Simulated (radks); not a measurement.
Trend from Li+ to Ne+: ionisation energy by Delta-SCF between NIST ground configurations, and size. Calculated with a radial shooting solver on a logarithmic mesh with Libxc functionals: scalar-relativistic Kohn-Sham, r2SCAN, spin-polarised, spherical densities, finite nucleus; open shells are filled with parallel spins first; meta-GGA in the generalised Kohn-Sham scheme; Fermi nuclear charge, rms radius of each element as measured or else 0.836 A^(1/3) + 0.57 fm.

| species | configuration | IE (eV) | NIST (eV) | kind | outermost | <r> outermost (bohr) | r at 0.001 e/bohr^3 (bohr) |
|---|---|---|---|---|---|---|---|
| Li+ | [He] | 75.695 | 75.640 | theory | 1s | 0.575 | 1.84 |
| Be+ | [He] 2s1 | 18.194 | 18.211 | exp. | 2s | 2.26 | 3.44 |
| B+ | [He] 2s2 | 24.267 | 25.155 | exp. | 2s | 1.79 | 3.33 |
| C+ | [He] 2s2 2p1 | 24.319 | 24.383 | exp. | 2p | 1.49 | 3.16 |
| N+ | [He] 2s2 2p2 | 30.381 | 29.601 | semi-emp. | 2s | 1.28 | 2.98 |
| O+ | [He] 2s2 2p3 | 36.322 | 35.121 | exp. | 2s | 1.12 | 2.82 |
| F+ | [He] 2s2 2p4 | 34.052 | 34.971 | exp. | 2p | 1.02 | 2.72 |
| Ne+ | [He] 2s2 2p5 | 41.402 | 40.963 | exp. | 2p | 0.893 | 2.61 |

Reference values: NIST Atomic Spectra Database (exp. = measured, semi-emp. = semi-empirical, theory = theoretical value adopted there). Open shells are spherical and high-spin; term and fine-structure splittings are not resolved.
